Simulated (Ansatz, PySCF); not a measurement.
2-hydroxyethylboronic acid (C₂H₇BO₃), SMILES OB(CCO)O. Atoms are numbered in the order given.

```xyz
13

O     -2.6829     0.0098     0.4861
C     -1.4464    -0.3534    -0.0728
C     -0.2755     0.4502     0.4728
B      1.1297     0.0907    -0.1556
O      2.1919     0.9517    -0.1686
O      1.3157    -1.1436    -0.6937
H     -2.6395    -0.1657     1.4316
H     -1.2393    -1.4342     0.0493
H     -1.5414    -0.1825    -1.1570
H     -0.1892     0.2713     1.5640
H     -0.4956     1.5275     0.3694
H      1.9845     1.8101     0.2101
H      2.2138    -1.2489    -1.0284
```
Charge 0, spin multiplicity 1.

Geometry: PBE0-D3(BJ)/def2-SVP. One conformer was computed; it need not be the lowest.

Two levels are set side by side: PBE-D3(BJ)/def2-SVP (Ansatz, a program for electronic structure) and PBE0-D3(BJ)/def2-SVP (Ansatz). Each level has its own optimised geometry; the coordinates shown are those of the second. Frequencies come from the Hessian of PySCF at each geometry. Differences are taken from unrounded values.

```tsv
quantity	PBE0-D3(BJ)	PBE-D3(BJ)	PBE-D3(BJ) minus PBE0-D3(BJ)
mean bond length (Å)	1.212	1.222	0.011
bond O1–C2 (Å)	1.405	1.418	0.014
bond C2–C3 (Å)	1.521	1.534	0.013
bond C3–B4 (Å)	1.581	1.588	0.007
bond B4–O5 (Å)	1.367	1.379	0.011
bond B4–O6 (Å)	1.359	1.371	0.012
bond O1–H7 (Å)	0.963	0.975	0.012
bond C2–H8 (Å)	1.107	1.117	0.010
bond C2–H9 (Å)	1.102	1.111	0.009
bond C3–H10 (Å)	1.109	1.117	0.008
bond C3–H11 (Å)	1.104	1.112	0.008
bond O5–H12 (Å)	0.961	0.972	0.011
bond O6–H13 (Å)	0.964	0.976	0.012
highest harmonic wavenumber (cm⁻¹)	3934	3763	-171
mean harmonic wavenumber (cm⁻¹)	1407	1358	-49
zero-point energy (kcal/mol)	66.38	64.05	-2.34
```

Exact exchange shortens and stiffens bonds; PBE has none. Differences between two approximate levels are no errors against the true value.
